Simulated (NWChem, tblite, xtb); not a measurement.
# How methods differ on Si2H4ClOF (SMILES O[SiH](F)[SiH2]Cl)

The species is Si2H4ClOF (9 atoms), meant as a singlet with charge 0. As SMILES, `O[SiH](F)[SiH2]Cl`. The shape is that of a PBE0-D4/def2-TZVP optimisation. This is one conformer, not always the lowest.

```csv
atom,x (Å),y (Å),z (Å)
O,1.0430,1.6510,-0.3677
Si,1.0042,0.0251,-0.4917
F,0.8572,-0.4349,-2.0164
Si,-0.8954,-0.7583,0.6519
Cl,-2.3038,0.7413,0.3809
H,0.2035,2.1171,-0.3965
H,2.3116,-0.4689,-0.0090
H,-1.4634,-2.0206,0.1192
H,-0.6680,-0.8981,2.1123
```

Quantity: the dipole moment, in D. The values are calculated.

```tsv
level	kind	program	value (D)	CPU time
IPEA1-xTB	semi-empirical	tblite	1.29	under 2 s
GFN2-xTB	semi-empirical	xtb	1.62	under 2 s
GFN0-xTB	semi-empirical	xtb	1.29	under 2 s
GFN1-xTB	semi-empirical	xtb	1.25	under 2 s
HF/STO-3G	Hartree–Fock	NWChem	2.77	8 s
HF/def2-SVP	Hartree–Fock	NWChem	1.67	17 s
BP86/6-31G** (spherical functions)	GGA	NWChem	1.17	35 s
r2SCAN/STO-3G	meta-GGA	NWChem	2.04	17 s
PBE0/STO-3G	global hybrid	NWChem	2.20	12 s
B3LYP/6-31G* (spherical functions)	global hybrid	NWChem	1.37	40 s
```

The values span 1.17 to 2.77 D. Magnitudes only. Sets without polarisation functions give poor dipoles. Times are those of the runs behind each value, whatever else they computed, on shared processors of several kinds: orders of magnitude only.
